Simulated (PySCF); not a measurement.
BCl2HO. Atoms are numbered in the order given.

```xyz
5

B      0.3653     0.0091     0.0000
Cl    -0.5585    -1.5089     0.0000
Cl    -0.4796     1.5526     0.0000
O      1.7167     0.0127     0.0000
H      2.0874    -0.8897     0.0000
```
Charge 0, spin multiplicity 1.

The structure is a stationary point at PBE-D3(BJ)/def2-SVP. The values are those of a single conformer.

Level of theory: PBE0/pcSseg-2 (PySCF).

GIAO shieldings, no solvent; atoms listed in one row are averaged. δ = σ(ref) − σ: ¹¹B against BF3 (σ = 88.8 ppm); ³⁵Cl against HCl (σ = 943.3 ppm); ¹⁷O against H2O (σ = 327.8 ppm); ¹H against TMS (σ = 31.54 ppm), references at their B3LYP-D3(BJ)/def2-TZVP geometries, non-relativistic (without spin–orbit terms, shifts of atoms bonded to Cl or Br come out too high).

```tsv
nucleus	atoms	count	δ (ppm)
¹¹B	B1	1	27.1
³⁵Cl	Cl2	1	173.1
³⁵Cl	Cl3	1	156.8
¹⁷O	O4	1	180.5
¹H	H5	1	5.82
```
